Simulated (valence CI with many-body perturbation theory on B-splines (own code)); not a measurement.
**Which ion has this spectrum?**

A relativistic CI+MBPT calculation for an atom or ion with 22 electrons gives these levels (cm⁻¹):

```csv
J,Parity,E,g
0,even,0,
1,even,115445,1.49
2,even,175201,1.36
4,even,186893,1.13
3,even,200932,1.27
0,even,286123,
4,even,300244,1.15
2,even,312661,1.04
3,even,317203,1.05
5,even,340316,1.08
1,even,353493,1.22
6,even,357406,1.09
4,even,382497,1.03
3,even,390193,1.14
```

The energies are calculated, and their last digits are not significant.

Task: Which is it?
A. La35+
B. Nd38+
C. Ce36+
D. Xe32+

Result: A. La35+, ground level (3d3/2^4) J=0.
